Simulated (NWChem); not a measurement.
Species: CH₆FNSi; SMILES N[SiH2]CF

```xyz
10

N      0.3221    -2.0661     0.0000
Si    -0.4671    -0.5226     0.0000
C      0.6769     1.0102     0.0000
F     -0.1489     2.1482     0.0000
H      0.7613    -2.4301    -0.8358
H      0.7613    -2.4301     0.8358
H     -1.3056    -0.4342     1.2233
H     -1.3056    -0.4342    -1.2233
H      1.3263     1.0566    -0.8855
H      1.3263     1.0566     0.8855
```
Atoms are numbered in this order, from 1.

Computed with NWChem. Structure relaxed at the B3LYP/6-31G* (spherical d) level.

For level BLYP/def2-TZVP:

highest occupied level (eV): -5.87
orbital gap (eV): 5.23

Task: Estimate the same quantities for level B3LYP/def2-TZVP.

Result: The highest occupied level (eV) is -7.18 and the orbital gap (eV) comes out as 7.06.
